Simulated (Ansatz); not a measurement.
A CCSD(T) single point on C2H6BI (`BCCI`).

```yaml
crystal:
  periodic: [false, false, false]
  atoms:
    - {symbol: B, position_ang: [-1.166321, 1.009237, 0.051474]}
    - {symbol: C, position_ang: [-0.321947, -0.233556, -0.352328]}
    - {symbol: C, position_ang: [1.019896, -0.362433, 0.323603]}
    - {symbol: I, position_ang: [2.112574, -2.112450, -0.295103]}
    - {symbol: H, position_ang: [-2.239939, 1.168185, -0.452897]}
    - {symbol: H, position_ang: [-0.778456, 1.812964, 0.851206]}
    - {symbol: H, position_ang: [-0.216212, -0.219612, -1.446905]}
    - {symbol: H, position_ang: [-0.943176, -1.123779, -0.175287]}
    - {symbol: H, position_ang: [0.934189, -0.459283, 1.403741]}
    - {symbol: H, position_ang: [1.682492, 0.469625, 0.095394]}
basis:
  gaussian: {orbitals: def2-TZVPP}
correlation: {method: ccsd_t}
```

```sh
$ ansatz run in.yaml --threads 4 --pin off --events-out ev --progress --plain --max-ram 10444MiB
```

The program prints (abridged):

```
Functional definition: HF
  name "HF"
  cite "Fock, Z. Phys. 61, 126 (1930) doi:10.1007/BF01340294"
  parent pbe
  exchange = exact_x
  correlation = 0
1500 factors; integrals over basis functions are off by at most 1.0e-3 eV
mean field evaluation 1: about -10898.2491 eV, gradient 2.7e1 eV
mean field evaluation 2: about -10898.3618 eV, gradient 2.7e1 eV
mean field evaluation 4: about -10900.6126 eV, gradient 3.8e0 eV
mean field evaluation 8: about -10900.6586 eV, gradient 2.3e-1 eV
mean field -10900.65898789 eV, -400.5918290730 hartree, gradient 2.9e-6 eV, S^2 0.000000; 0 other end points of the search recorded, 0 dependent functions left out
7 core orbitals not correlated: weight in the atoms' cores, before any rotation towards them, 1.000 or more for the frozen orbitals, at most 0.000 for the correlated occupied ones
reference -10900.65898789 eV, -400.5918290730 hartree; 17, 17 occupied and 203, 203 virtual orbitals, 1500 factors
second order -25.82580552 eV of doubles, -0.00000000 eV of singles
cycle   1  -25.29983228 eV  change    5.3e-1 eV  update   9.9e-2
cycle   2  -25.94935982 eV  change   -6.5e-1 eV  update   2.7e-2
cycle   3  -26.02136195 eV  change   -7.2e-2 eV  update   1.1e-2
cycle   4  -26.00705649 eV  change    1.4e-2 eV  update   2.6e-3
cycle   5  -26.00828990 eV  change   -1.2e-3 eV  update   1.2e-3
cycle   6  -26.00873281 eV  change   -4.4e-4 eV  update   3.4e-4
cycle   7  -26.00845045 eV  change    2.8e-4 eV  update   1.4e-4
cycle   8  -26.00839140 eV  change    5.9e-5 eV  update   5.2e-5
cycle   9  -26.00842126 eV  change   -3.0e-5 eV  update   2.3e-5
perturbative correction -0.80037085 eV, -0.0294130861 hartree
Total energy: -10927.46778000 eV, -401.5770340111 hartree
```

It took 2.3 min on 4 threads of an Arm Neoverse V1 on a shared host, with 4.3 GiB of host memory at the peak.

Correlation energy per correlated electron: -0.788 eV. T1 diagnostic: 0.0089.
